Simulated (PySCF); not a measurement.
**Tc: ionisation energy**

Tc [Kr] 4d5 5s2 (6S) → Tc⁺ [Kr] 4d5 5s1 (7S), as a difference of total energies. Computed with PySCF 2.14 in ANO-RCC-VTZP, with scalar relativity by spin-free X2C-1e. Correlated levels: valence: [Kr] frozen; valence and next inner shell: [Ar] 3d10 frozen. The calculations carry no spin-orbit coupling.

```json
{"method": "UHF", "ionisation energy (eV)": "5.545", "error (eV)": "-1.574"}
{"method": "LDA", "ionisation energy (eV)": "7.346", "error (eV)": "+0.227"}
{"method": "PBE", "ionisation energy (eV)": "6.897", "error (eV)": "-0.222"}
{"method": "PBE0", "ionisation energy (eV)": "6.726", "error (eV)": "-0.393"}
{"method": "r2SCAN", "ionisation energy (eV)": "6.563", "error (eV)": "-0.556"}
{"method": "M06-2X", "ionisation energy (eV)": "7.775", "error (eV)": "+0.656"}
{"method": "M06", "ionisation energy (eV)": "7.703", "error (eV)": "+0.584"}
{"method": "B97-3", "ionisation energy (eV)": "7.377", "error (eV)": "+0.258"}
{"method": "MP2 (valence)", "ionisation energy (eV)": "6.669", "error (eV)": "-0.450"}
{"method": "SCS-MP2 (valence)", "ionisation energy (eV)": "6.915", "error (eV)": "-0.204"}
{"method": "MP2 (valence and next inner shell)", "ionisation energy (eV)": "6.831", "error (eV)": "-0.288"}
{"method": "SCS-MP2 (valence and next inner shell)", "ionisation energy (eV)": "6.959", "error (eV)": "-0.160"}
```

Reference: 7.119 eV (measured; NIST Atomic Spectra Database, ionization energies).

Errors of the correlated levels include the incompleteness of this basis and the frozen core.

MP2 underrates the near-degeneracy of ns² with np² in the lower species.
